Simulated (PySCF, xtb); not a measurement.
Mo(NH)2(OH)(Me) (CH6MoN2O), SMILES [CH3][Mo](=[NH])(=[NH])[OH], multiplicity 1. Other conformers were not sampled.

Harmonic wavenumbers (cm⁻¹) from GFN2-xTB (xtb) at its own minimum, in rising order: 112, 150, 168, 188, 200, 256, 357, 461, 476, 503, 546, 589, 624, 648, 670, 685, 952, 1004, 1267, 1463, 1475, 2895, 2900, 2949, 3384, 3389, 3589.

**Question.** What does PBE-D3(BJ)/def2-SVP (PySCF) give at its own minimum? (Estimate from the structure and the level; the computed values follow.)

**Answer.** 168, 170, 208, 213, 225, 252, 302, 384, 519, 554, 590, 610, 637, 703, 721, 725, 963, 984, 1139, 1352, 1361, 2961, 3068, 3086, 3494, 3521, 3745. Paired by order, the mean absolute difference is 66 cm⁻¹ and the zero-point energies are 45.6 and 46.7 kcal/mol.
